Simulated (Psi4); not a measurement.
HSZn (SMILES [SH][Zn+]), charge +1, singlet, at a GFN2-xTB geometry (such geometries of metal compounds can be far from the true shape). Base run: Psi4 with PBE/def2-TZVP.

Geometry (Å):
```xyz
3

Zn    -0.3613    -0.6514    -0.2644
S      0.5863     1.1863     0.4183
H      1.4597     0.5613     1.2400
```
Charge +1, spin multiplicity 1.
All else is at Psi4's defaults (density fitting).
Base energy -2177.46087 Eh.

Variants of this job, named by their change:

```tsv
change	ΔE vs base (µEh)	SCF cycles	grid points	basis functions	outcome
base	0.0	13	65119	91	converged
scf_type = out_of_core	63.3	13	65119	91	converged
guess = gwh	0.0	14	65119	91	converged
dft_radial_points = 150	-8.0	13	128886	91	converged
d_convergence = 1e-10	0.0	17	65119	91	converged
puream = true	0.0	13	65119	91	converged
guess = sadno	0.0	13	65119	91	converged
df_basis_scf = cc-pvqz-jkfit	-	-	-	91	input refused
d_convergence = 1e-8	0.0	15	65119	91	converged
dft_pruning_scheme = robust	-0.1	13	44643	91	converged
dft_spherical_points = 194	-15.7	13	42011	91	converged
dft_spherical_points = 434	1.1	13	93494	91	converged
dft_radial_points = 99	-9.2	13	85414	91	converged
```

- df_basis_scf = cc-pvqz-jkfit: ended with `psi4.driver.qcdb.exceptions.BasisSetNotFound: BasisSet::construct: Unable to find a basis set for atom 1 for key JKFIT among:`
